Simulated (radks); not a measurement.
Results of a calculation; reference values are marked as such.
The mean radii <r> (bohr) of the occupied orbitals of an atom or ion are listed with their occupations. Code: a radial shooting solver on a logarithmic mesh with Libxc functionals. Model: scalar-relativistic Kohn-Sham, r2SCAN, spin-polarised, spherical densities, finite nucleus; meta-GGA in the generalised Kohn-Sham scheme; Fermi nuclear charge, rms radius of each element as measured or else 0.836 A^(1/3) + 0.57 fm.

| orbital | occ. | <r> |
|---|---|---|
| 1s down | 1 | 0.01867 |
| 1s up | 1 | 0.01867 |
| 2s up | 1 | 0.07897 |
| 2s down | 1 | 0.07897 |
| 2p up | 3 | 0.07061 |
| 2p down | 3 | 0.07061 |
| 3s up | 1 | 0.2041 |
| 3s down | 1 | 0.2040 |
| 3p up | 3 | 0.2040 |
| 3p down | 3 | 0.2040 |
| 3d up | 5 | 0.1850 |
| 3d down | 5 | 0.1849 |
| 4s up | 1 | 0.4356 |
| 4s down | 1 | 0.4359 |
| 4p up | 3 | 0.4537 |
| 4p down | 3 | 0.4540 |
| 4d up | 5 | 0.4637 |
| 4d down | 5 | 0.4641 |
| 4f up | 1 | 0.4505 |

Name the element and its charge. Open shells, if any, are filled with parallel spins first.

Answer. Z = 73, tantalum, charge +26: Ta26+ in [Kr] 4d10 4f1. The 1s radius gives Z: for a bare nucleus <r> = (2 gamma + 1)/(2Z) with gamma = sqrt(1 - (Z/c)^2), 0.01844 bohr for Z = 73, and screening makes it slightly larger (0.01867 here). The occupations add up to 47, and the charge is Z minus that.
